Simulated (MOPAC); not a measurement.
MOPAC input (PM6):

```
PM6 FORCE THERMO(298,298) PRECISE LET GEO-OK AUX(PRECISION=9) THREADS=1
C6H7N

C    -2.31051339 1    0.59989933 1    0.06049371 1
C    -0.86787742 1    0.22870373 1    0.02307531 1
C     0.13206891 1    1.20845844 1    0.12617325 1
C     1.47434825 1    0.82794853 1    0.08769369 1
C     1.78865435 1   -0.53428714 1   -0.05412077 1
N     0.83687664 1   -1.49691000 1   -0.15538851 1
C    -0.46464996 1   -1.11649078 1   -0.11688122 1
H    -2.56833177 1    1.28786299 1   -0.75835979 1
H    -2.56991982 1    1.10410968 1    1.00323649 1
H    -2.97574046 1   -0.26943884 1   -0.03078770 1
H    -0.13826997 1    2.25771503 1    0.23537808 1
H     2.26475253 1    1.57029792 1    0.16583898 1
H     2.82750296 1   -0.87921684 1   -0.08916356 1
H    -1.20062394 1   -1.92365431 1   -0.20173922 1
```

Output:

```
 *******************************************************************************
 **                                                                           **
 **                              MOPAC v23.2.5                                **
 **                                                                           **
 *******************************************************************************
 ** MOPAC's Digital Object Identifier: https://doi.org/10.5281/zenodo.6511958 **
 **                                                                           **
 ** Please cite the open-source release paper for use of this MOPAC version:  **
 ** J. E. Moussa and J. J. P. Stewart (2026)                                  **
 ** MOPAC: An open-source semiempirical molecular orbital program             **
 ** J. Open Source Softw., 11(119), 8025, https://doi.org/10.21105/joss.08025 **
 *******************************************************************************

                              PM6 CALCULATION RESULTS

 *******************************************************************************
 *  PM6        - The PM6 Hamiltonian to be used
 *  GEO-OK     - OVERRIDE INTERATOMIC DISTANCE AND OTHER SAFETY CHECKS
 *  LET        - OVERRIDE SOME SAFETY CHECKS
 *  PRECISE    - TIGHTER CRITERIA TO BE USED
 *  FORCE      - FORCE CALCULATION SPECIFIED
 *  AUX        - OUTPUT AUXILIARY INFORMATION
 *  THERMO     - THERMODYNAMIC QUANTITIES TO BE CALCULATED
 *******************************************************************************
PM6 FORCE THERMO(298,298) PRECISE LET GEO-OK AUX(PRECISION=9) THREADS=1
 C6H7N

   ATOM   CHEMICAL          X               Y               Z
  NUMBER   SYMBOL      (ANGSTROMS)     (ANGSTROMS)     (ANGSTROMS)

     1       C         -2.31051339  *   0.59989933  *   0.06049371  *
     2       C         -0.86787742  *   0.22870373  *   0.02307531  *
     3       C          0.13206891  *   1.20845844  *   0.12617325  *
     4       C          1.47434825  *   0.82794853  *   0.08769369  *
     5       C          1.78865435  *  -0.53428714  *  -0.05412077  *
     6       N          0.83687664  *  -1.49691000  *  -0.15538851  *
     7       C         -0.46464996  *  -1.11649078  *  -0.11688122  *
     8       H         -2.56833177  *   1.28786299  *  -0.75835979  *
     9       H         -2.56991982  *   1.10410968  *   1.00323649  *
    10       H         -2.97574046  *  -0.26943884  *  -0.03078770  *
    11       H         -0.13826997  *   2.25771503  *   0.23537808  *
    12       H          2.26475253  *   1.57029792  *   0.16583898  *
    13       H          2.82750296  *  -0.87921684  *  -0.08916356  *
    14       H         -1.20062394  *  -1.92365431  *  -0.20173922  *

          CARTESIAN COORDINATES

    NO.       ATOM           X           Y           Z

     1         C         -2.3105      0.5999      0.0605
     2         C         -0.8679      0.2287      0.0231
     3         C          0.1321      1.2085      0.1262
     4         C          1.4743      0.8279      0.0877
     5         C          1.7887     -0.5343     -0.0541
     6         N          0.8369     -1.4969     -0.1554
     7         C         -0.4646     -1.1165     -0.1169
     8         H         -2.5683      1.2879     -0.7584
     9         H         -2.5699      1.1041      1.0032
    10         H         -2.9757     -0.2694     -0.0308
    11         H         -0.1383      2.2577      0.2354
[...]
 TRAVEL (Ang.)       0.2247         C  2 -- C  7          +0.6% (  8.1%)     28.0%
 REDUCED MASS        0.4880         N  6 -- C  7          +0.6% (  7.9%)      7.2%
 EFFECTIVE MASS      1.3681
 FORCE CONSTANT      2.1519

 VIBRATION         33   21A'          ATOM PAIR      ENERGY CONTRIBUTION    RADIAL
 FREQUENCY          2737.31         C  5 -- H 13         +56.9% ( 76.2%)    100.0%
 TRANSITION DIPOLE   0.8502         C  7 -- H 14         +35.9% ( 60.5%)    100.0%
 TRAVEL (Ang.)       0.2359         C  4 -- H 12          +4.7% ( 21.9%)     99.8%
 REDUCED MASS        0.4429         C  5 -- N  6          +0.7% (  8.2%)     19.2%
 EFFECTIVE MASS      1.4026
 FORCE CONSTANT      1.9551

 VIBRATION         34   22A'          ATOM PAIR      ENERGY CONTRIBUTION    RADIAL
 FREQUENCY          2751.70         C  3 -- H 11         +73.3% ( 86.6%)    100.0%
 TRANSITION DIPOLE   0.6210         C  4 -- H 12         +23.7% ( 49.3%)     99.9%
 TRAVEL (Ang.)       0.2061         C  3 -- C  4          +0.9% (  9.8%)      2.1%
 REDUCED MASS        0.5770         C  2 -- C  3          +0.8% (  9.1%)     18.4%
 EFFECTIVE MASS      1.3811
 FORCE CONSTANT      2.5740

 VIBRATION         35   23A'          ATOM PAIR      ENERGY CONTRIBUTION    RADIAL
 FREQUENCY          2764.40         C  4 -- H 12         +68.8% ( 83.7%)    100.0%
 TRANSITION DIPOLE   0.9612         C  3 -- H 11         +23.6% ( 49.1%)    100.0%
 TRAVEL (Ang.)       0.2172         C  5 -- H 13          +3.3% ( 18.3%)     99.5%
 REDUCED MASS        0.5172         C  3 -- C  4          +1.2% ( 11.1%)     84.3%
 EFFECTIVE MASS      1.4345
 FORCE CONSTANT      2.3287

 VIBRATION         36   24A'          ATOM PAIR      ENERGY CONTRIBUTION    RADIAL
 FREQUENCY          2785.90         C  1 -- H 10         +35.7% ( 57.5%)     96.0%
 TRANSITION DIPOLE   0.5603         C  1 -- H  9         +31.3% ( 53.9%)     95.1%
 TRAVEL (Ang.)       0.2754         C  1 -- H  8         +31.3% ( 53.9%)     95.1%
 REDUCED MASS        0.3192         C  3 -- H 11          +0.6% (  7.2%)     99.4%
 EFFECTIVE MASS      1.1503
 FORCE CONSTANT      1.4595

      SYMMETRY NUMBER FOR POINT-GROUP Cs  =  1

          SYSTEM IS A GROUND STATE

 C6H7N

          MOLECULE IS NOT LINEAR

          THERE ARE 36 GENUINE VIBRATIONS IN THIS SYSTEM
          THIS THERMODYNAMICS CALCULATION IS LIMITED TO
          MOLECULES WHICH HAVE NO INTERNAL ROTATIONS

                    CALCULATED THERMODYNAMIC PROPERTIES
                                          *
   TEMP. (K)   PARTITION FUNCTION   H.O.F.    ENTHALPY  HEAT CAPACITY ENTROPY
                                   KCAL/MOL   CAL/MOLE    CAL/K/MOL  CAL/K/MOL

 298.00  VIB.     0.6499D+02                  2208.0921    17.1069    15.7049
         ROT.     0.1712D+06                   888.2803     2.9808    26.9282
         INT.     0.1113D+08                  3096.3724    20.0877    42.6331
         TRA.     0.8689D+27                  1480.4672     4.9680    39.5035
         TOT.                       24.392    4576.8396    25.0557    82.1367

   *: NOTE: HEATS OF FORMATION ARE RELATIVE TO THE
            ELEMENTS IN THEIR STANDARD STATE AT 298K
              (=  Standard Enthalpy of Formation).

            Hvib:  Zero-point energy is not included.
                   frequencies of less than zero cm-1 are not included.
            Hrot = (3/2)RT
            Htra = (3/2)RT + pV = (5/2)RT

            Heat capacity is Cp, not Cv

          For more information, see: HTTP://OpenMOPAC.net/Manual/thermochemistry.html

           FORCE CONSTANT IN CARTESIAN COORDINATES (Millidynes/A)

    ATOM   CHEMICAL       X               Y               Z
   NUMBER   SYMBOL  FORCE CONSTANT  FORCE CONSTANT  FORCE CONSTANT

      1       C        7.696544        6.413543        6.001202
      2       C       11.069429       10.062171        2.505432
      3       C       10.303693        9.604345        2.231074
      4       C       10.161991        9.650855        2.188778
      5       C        9.621406        9.657326        2.343386
      6       N        9.532458        7.910886        1.241959
      7       C        9.830872        9.331736        2.324966
      8       H        1.199567        1.296215        2.817447
      9       H        1.199569        1.296216        2.817443
     10       H        1.306245        3.565208        0.512516
     11       H        1.632445        3.453432        0.373312
     12       H        1.794952        3.280515        0.363211
     13       H        4.187095        0.851002        0.370219
     14       H        1.632551        3.417790        0.367503

 **********************
 *                    *
 * JOB ENDED NORMALLY *
 *                    *
 **********************

 == MOPAC DONE ==
```
